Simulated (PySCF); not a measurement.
## Rh²⁺: ionisation energy

Rh²⁺ [Kr] 4d7 [4d3/2^4 4d5/2^3, M_J = 9/2] → Rh³⁺ [Kr] 4d6 [4d3/2^4 4d5/2^2, M_J = 4], as a difference of total energies. All numbers are calculated (PySCF 2.14, the two-component X2C-1e Hamiltonian, in x2c-TZVPPall-2c (8s9p7d2f1g, 93 functions)). Correlated levels: [Ar] 3d10 frozen; the 6 highest virtual spinors dropped. "Screened" scales the spin-orbit matrix elements by Boettger's factors to mimic the two-electron term; Breit and QED terms are absent.

| method | ionisation energy (eV) |
| --- | --- |
| GHF (spin-free) | 29.252 |
| GMP2 (spin-free) | 30.748 |
| GHF (screened spin-orbit) | 29.307 |
| GMP2 (screened spin-orbit) | 30.808 |

Problem. How much does correlation contribute at GMP2 (screened spin-orbit)?

Solution. 30.808 − (29.307) = 1.501 eV, measured against GHF (screened spin-orbit).

The spin-free rows relax to the high-spin LS determinant and lack the spin-orbit shift.

Errors of the correlated levels include the incompleteness of this basis and the frozen core.

The labels give the starting determinants; with spin-orbit coupling the two ends relaxed to ⟨J²⟩ = 24.76, ⟨L²⟩ = 12.17, ⟨S²⟩ = 3.71 and ⟨J²⟩ = 20.01, ⟨L²⟩ = 6.10, ⟨S²⟩ = 5.96.

For comparison: 31.06 eV (semi-empirical (NIST evaluation); NIST Atomic Spectra Database, ionization energies).
